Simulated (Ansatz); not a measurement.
Born–Oppenheimer molecular dynamics of BH₄NSSi (8 atoms, charge 0, multiplicity 1). It starts from a relaxed structure.

Theory: Ansatz 0.2.0, RKS revPBE/cc-pVDZ.

```
ensemble        : NVT, Langevin thermostat
time step       : 0.5 fs
steps asked     : 150
set temperature : 200 K
friction        : 0.001 /fs
seed            : 507255
```

Frames 5 fs apart, positions in Å.

Velocities at 5.0 fs (Å/ps):

```
B -1.87 3.82 3.43
Si 1.47 1.44 -0.47
N -2.11 -1.27 -2.47
S 0.17 -1.79 -0.52
H -26.16 2.82 1.80
H 7.22 -3.70 -6.12
H 23.02 -8.96 10.32
H -5.16 12.13 4.95
```

```xyz
8
Properties=species:S:1:pos:R:3 time_fs=5.0 energy_less_start_eV=0.048 T=123
B -0.930 1.562 -0.189
Si 0.187 -0.118 0.063
N 1.668 0.002 0.752
S -0.869 -1.911 -0.655
H -2.012 1.521 -0.667
H -0.369 2.586 0.151
H 2.290 -0.817 0.931
H 0.156 -2.754 -0.252
8
Properties=species:S:1:pos:R:3 time_fs=10.0 energy_less_start_eV=0.118 T=63
B -0.936 1.577 -0.173
Si 0.191 -0.113 0.061
N 1.668 -0.011 0.744
S -0.867 -1.920 -0.658
H -2.119 1.550 -0.644
H -0.349 2.586 0.121
H 2.309 -0.778 0.947
H 0.133 -2.702 -0.234
8
Properties=species:S:1:pos:R:3 time_fs=15.0 energy_less_start_eV=0.103 T=71
B -0.949 1.582 -0.164
Si 0.188 -0.108 0.057
N 1.673 -0.014 0.739
S -0.868 -1.925 -0.662
H -2.053 1.588 -0.544
H -0.367 2.629 0.097
H 2.318 -0.815 0.943
H 0.170 -2.738 -0.208
8
Properties=species:S:1:pos:R:3 time_fs=20.0 energy_less_start_eV=0.052 T=111
B -0.939 1.583 -0.151
Si 0.179 -0.104 0.051
N 1.686 -0.013 0.738
S -0.863 -1.929 -0.664
H -2.129 1.593 -0.491
H -0.417 2.643 0.073
H 2.253 -0.842 0.903
H 0.130 -2.752 -0.223
8
Properties=species:S:1:pos:R:3 time_fs=25.0 energy_less_start_eV=0.051 T=116
B -0.933 1.580 -0.141
Si 0.168 -0.101 0.046
N 1.695 -0.003 0.736
S -0.859 -1.927 -0.664
H -2.132 1.557 -0.425
H -0.431 2.670 0.073
H 2.189 -0.939 0.851
H 0.101 -2.784 -0.243
8
Properties=species:S:1:pos:R:3 time_fs=30.0 energy_less_start_eV=0.087 T=82
B -0.933 1.579 -0.133
Si 0.160 -0.100 0.042
N 1.698 -0.001 0.732
S -0.856 -1.922 -0.664
H -2.083 1.480 -0.365
H -0.425 2.666 0.075
H 2.082 -0.950 0.792
H 0.115 -2.836 -0.246
8
Properties=species:S:1:pos:R:3 time_fs=35.0 energy_less_start_eV=0.125 T=42
B -0.925 1.577 -0.121
Si 0.158 -0.100 0.038
N 1.687 0.001 0.724
S -0.851 -1.916 -0.663
H -2.154 1.411 -0.354
H -0.404 2.642 0.063
H 2.048 -1.001 0.769
H 0.082 -2.795 -0.275
8
Properties=species:S:1:pos:R:3 time_fs=40.0 energy_less_start_eV=0.076 T=89
B -0.936 1.564 -0.114
Si 0.159 -0.100 0.035
N 1.670 -0.005 0.712
S -0.848 -1.907 -0.663
H -2.091 1.426 -0.335
H -0.387 2.654 0.048
H 2.061 -0.946 0.790
H 0.138 -2.800 -0.272
8
Properties=species:S:1:pos:R:3 time_fs=45.0 energy_less_start_eV=0.049 T=118
B -0.938 1.553 -0.109
Si 0.162 -0.100 0.031
N 1.652 -0.009 0.700
S -0.846 -1.900 -0.662
H -2.137 1.487 -0.330
H -0.406 2.605 0.037
H 2.173 -0.925 0.849
H 0.164 -2.749 -0.288
8
Properties=species:S:1:pos:R:3 time_fs=50.0 energy_less_start_eV=0.074 T=91
B -0.946 1.543 -0.106
Si 0.161 -0.104 0.024
N 1.650 -0.016 0.696
S -0.845 -1.896 -0.661
H -2.164 1.551 -0.328
H -0.395 2.628 0.057
H 2.231 -0.812 0.893
H 0.191 -2.683 -0.315
8
Properties=species:S:1:pos:R:3 time_fs=55.0 energy_less_start_eV=0.120 T=46
B -0.960 1.544 -0.107
Si 0.157 -0.111 0.017
N 1.651 -0.013 0.692
S -0.846 -1.894 -0.663
H -2.117 1.570 -0.324
H -0.391 2.602 0.085
H 2.319 -0.797 0.948
H 0.269 -2.678 -0.338
8
Properties=species:S:1:pos:R:3 time_fs=60.0 energy_less_start_eV=0.113 T=56
B -0.961 1.551 -0.105
Si 0.155 -0.118 0.011
N 1.661 -0.006 0.695
S -0.847 -1.896 -0.664
H -2.189 1.544 -0.346
H -0.382 2.568 0.122
H 2.285 -0.751 0.936
H 0.239 -2.638 -0.402
```

Of the whole run (75 fs, mean temperature of the second half 87 K): The mean temperature of the second half is 57 % below the set value. A run of 0.075 ps of so small a system gives no equilibrium averages.

The run took 4.2 min on 1 thread of Arm Neoverse V1, with other jobs on the host, peak memory 0.12 GiB.
